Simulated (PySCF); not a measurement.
Vertical excitations of a molecule C2H6FInO from TDDFT-ωB97X/def2-SVPD (PySCF), as energy in eV (oscillator strength): 5.23 (0.010), 5.61 (0.055), 5.86 (0.003), 6.31 (0.187), 7.17 (0.136), 7.39 (0.003), 7.46 (0.031), 7.58 (0.103), 7.62 (0.037), 7.80 (0.040). Lowest triplet (TDA): 4.83 eV. Geometry optimised at PBE-D3(BJ)/def2-SVP. The def2 effective core potentials stand for the cores of In; spin–orbit coupling is left out. Other conformers were not sampled.

Q: Pick the molecule that these values belong to.
A) C[CH2][In]([OH])[F]
B) CC[O][InH][F]
C) C[O][In]([CH3])[F]

A: C, C[O][In]([CH3])[F]
